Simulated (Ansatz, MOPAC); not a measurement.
Vertical ionisation energy to the doublet of silicon compounds with O, N or halogens, in eV, species as SMILES. Terms: each state is the SCF solution reached for its charge and spin; open shells spin-unrestricted; non-relativistic; spin-orbit terms left out; valence correlation only. CBS marks a two-point X^-3 extrapolation of the correlation energy; Hartree-Fock from the larger set. [CCSD(T)-MP2]/basis is that difference in the basis named. First-principles rows: single points at B3LYP-D3(BJ) geometries (Ansatz, a first-principles code). Semi-empirical rows: differences of heats of formation at the shared geometry for vertical values.

RI-MP2/CBS(aug-cc-pV(T+d)Z,aug-cc-pV(Q+d)Z)+[CCSD(T)-MP2]/aug-cc-pV(T+d)Z (Ansatz) is a level with limits of its own, not a measurement.

The rows were drawn at random among computed neutral closed-shell members with both values; the withheld row is one of them. Species whose geometry shows other bonds than their SMILES are left out. No case is left out for the size of its miss. Left out are saddle points of the reference geometry, anions that the best level run finds unbound, excited spin states, species near biochemistry, 298 K rows of species without real B3LYP wavenumbers, cases with under five habitual levels, runs that failed or that the program found above a lower state of the same kind, table entries that another table contradicts, and a share of species set aside by lot. Sets whose x spans too little, or whose line has r² under 0.6, are not shown.

| case | AM1 (MOPAC) (x) | RI-MP2/CBS(aug-cc-pV(T+d)Z,aug-cc-pV(Q+d)Z)+[CCSD(T)-MP2]/aug-cc-pV(T+d)Z (Ansatz) (y) |
|---|---|---|
| C[Si](C)(O)O [dihydroxy(dimethyl)silane] | 10.25 | 10.62 |
| F[SiH2][SiH3] [fluoro(silyl)silane] | 10.31 | 10.86 |
| CN[SiH3] [N-silylmethanamine] | 8.65 | 9.29 |
| [SiH2](Cl)[SiH2]Cl | 10.32 | 10.53 |
| F[SiH2][SiH](F)F [difluoro(fluorosilyl)silane] | 9.88 | 11.30 |
| N[Si](F)(F)F | 10.32 | 11.59 |

Question: Fit y = a + b·x by least squares, and use it to estimate the value at RI-MP2/CBS(aug-cc-pV(T+d)Z,aug-cc-pV(Q+d)Z)+[CCSD(T)-MP2]/aug-cc-pV(T+d)Z (Ansatz) for F[SiH2]F [difluorosilane], where AM1 (MOPAC) gives 11.40 eV.

Answer: Means: x 9.9550, y 10.6983. Sums about the means: Sxx 2.1881, Sxy 2.0911. Slope b = Sxy/Sxx = 0.9556, intercept a = mean y - b·mean x = 1.185; the rows scatter about the line by 0.448 (root mean square), r² = 0.62. A constant shift, the mean of y - x, would give 12.14 eV. Prediction for F[SiH2]F [difluorosilane]: 12.08 eV. It lies outside the range of the table, so the fit extrapolates. The value at RI-MP2/CBS(aug-cc-pV(T+d)Z,aug-cc-pV(Q+d)Z)+[CCSD(T)-MP2]/aug-cc-pV(T+d)Z (Ansatz) is 13.18 eV, so the fit misses by -1.10 eV, against -1.78 eV without it. The fit is meant for species like these alone.
